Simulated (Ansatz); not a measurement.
Computed with Ansatz on PBE0-D4/def2-TZVP structures; ΔE is electronic, products minus reactants. CBS: MP2 limit from def2 TZ/QZ plus the TZ coupled-cluster correction, frozen cores. DFT in def2-TZVPP. B3LYP here is the variant with VWN-RPA as its local correlation; programs differ in this. def2 core potentials past Kr. For Sn outer-core shells are correlated without core-valence functions, which leaves a few kJ/mol of doubt a bond. One conformer a species, not always the lowest.

Consider the redistribution: `[SiH3]B[SiH2]Cl` + `C[O][Sn][S]C` → `CB[SiH2]Cl` + `C[S][Sn][O][SiH3]`.

CCSD(T)/CBS gives -235.1 kJ/mol.

Problem. Another level gave -232.6 kJ/mol. Which?
A. B3LYP/def2-TZVPP
B. PBE0/def2-TZVPP
C. CAM-B3LYP/def2-TZVPP
D. PBE/def2-TZVPP

Solution. A. B3LYP -232.6, CAM-B3LYP -238.0, PBE0 -224.2, PBE -213.9 kJ/mol.

Largest T1 diagnostic among the species: 0.016.

At CCSD(T), def2-SVP lies +14.8 kJ/mol from the extrapolated value and def2-TZVPP +2.0 kJ/mol. From BLYP to BHLYP (50 % exact exchange), in def2-TZVPP and without D4, ΔE moves by −18.2 kJ/mol.
